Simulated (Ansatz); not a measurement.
Basis-set extrapolation for C$_{4}$H$_{12}$F$_{2}$N$_{2}$Si, SMILES `CN(C)[Si](F)(F)N(C)C` (PBE0-D4/def2-TZVP geometry, frozen core, the Gaussian-basis code of Ansatz). Multiplicity 1, RHF reference.

```json
{"": "HF", "def2-TZVPP": "-755.569223", "def2-QZVPP": "-755.601484"}
{"": "MP2 correlation", "def2-TZVPP": "-1.734830", "def2-QZVPP": "-1.866595"}
{"": "CCSD(T) correlation", "def2-TZVPP": "-1.860725", "def2-QZVPP": "not run"}
```

Energies in hartree. Use E(X) = E(∞) + A·exp(−7.88·√X) for Hartree–Fock and E(X) = E(∞) + B·X^(−2.97) for correlation, with X = 3 and 4, and add CCSD(T) minus MP2 of the smaller set to the MP2 limit.

**Question.** What is the CCSD(T) energy at the basis-set limit?

**Answer.** HF limit: -755.601484 + (-0.032261) × 0.13774 = -755.60593. MP2 limit: -1.866595 + (-0.131765) × 0.74074 = -1.96420. Higher-order term: -1.860725 − (-1.734830) = -0.12589. Total: -757.69602 hartree, 167.0 kcal/mol below CCSD(T)/def2-TZVPP.
